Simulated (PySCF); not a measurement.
# 31P chemical shifts

[PySCF 2.14.0 with density-fitted response routines: GFN2-xTB geometry; shielding tensors at PBE0/pcSseg-1 (GIAO); in vacuum; one computed conformer; no relativistic terms; equivalent nuclei averaged]

Shieldings were converted by a linear fit to measured shifts: 31P (scatter 18.1 ppm rms vs H3PO4, solution or neat liquid). Occasional misses reach two or three times the rms, and more in compound classes unlike the fitted ones.

Problem. Give the 31P shifts of `CC[P@](=O)(O)CC(C)C`, `CP(C)P1CCPCC1`, `CC(C)(C)C[P@H](=O)CO`, `C=P(C)(C)CSC`, `CC[P@](=O)(O)C(C)(C)C`, `C=C(C)[P@]1(=NC)C=CC=C1F`.

Solution. 
```json
{"compound": "CC[P@](=O)(O)CC(C)C", "environment": "phosphorus bonded to 2 C, 2 O", "δ (ppm)": "45.0"}
{"compound": "[CH3:1][P:2]([CH3:3])[P:4]1[CH2:5][CH2:6][PH:7][CH2:8][CH2:9]1", "environment": "P4: phosphorus bonded to 2 C, P, in a 6-membered ring", "δ (ppm)": "-42.6"}
{"compound": "[CH3:1][P:2]([CH3:3])[P:4]1[CH2:5][CH2:6][PH:7][CH2:8][CH2:9]1", "environment": "P2: phosphorus bonded to 2 C, P", "δ (ppm)": "-47.2"}
{"compound": "[CH3:1][P:2]([CH3:3])[P:4]1[CH2:5][CH2:6][PH:7][CH2:8][CH2:9]1", "environment": "P7: phosphorus bonded to 2 C, H, in a 6-membered ring", "δ (ppm)": "-50.7"}
{"compound": "CC(C)(C)C[P@H](=O)CO", "environment": "phosphorus bonded to 2 C, O, H", "δ (ppm)": "2.2"}
{"compound": "C=P(C)(C)CSC", "environment": "phosphorus bonded to 4 C", "δ (ppm)": "-8.3"}
{"compound": "CC[P@](=O)(O)C(C)(C)C", "environment": "phosphorus bonded to 2 C, 2 O", "δ (ppm)": "50.7"}
{"compound": "C=C(C)[P@]1(=NC)C=CC=C1F", "environment": "phosphorus bonded to 3 C, N, in a 5-membered ring", "δ (ppm)": "-4.5"}
```

Problem. Match the shifts 43.8, -11.4, -39.1, -77.1 ppm to `CCCC[P@@](=O)(O)CC`, `NP`, `CC#CP1(=O)CCOCC1`, `F[P@TB1](F)(F)(F)F`.

Solution. 43.8: CCCC[P@@](=O)(O)CC (phosphorus bonded to 2 C, 2 O); -11.4: CC#CP1(=O)CCOCC1 (phosphorus bonded to 3 C, O, in a 6-membered ring); -39.1: F[P@TB1](F)(F)(F)F (phosphorus bonded to 5 F); -77.1: NP (phosphorus bonded to N, 2 H).
